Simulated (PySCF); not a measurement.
Harmonic spectrum computed at PBE0 in the def2-TZVP basis family (core potentials from Rb on, PySCF, no spin–orbit coupling):

```tsv
symmetry	ω (cm⁻¹)	IR (km/mol)
a'	241	7.0
a'	598	49.1
a'	650	125
```

Problem. Which molecule gave it? In each, all ligands are bound to the one heavy central atom.
A. AlSF (singlet)
B. AsSF (singlet)
C. SbSF (singlet)
D. InSF (singlet)
E. GaSF (singlet)

Solution. B. It has Cs symmetry with As–F 1.753 Å, As–S 2.007 Å.
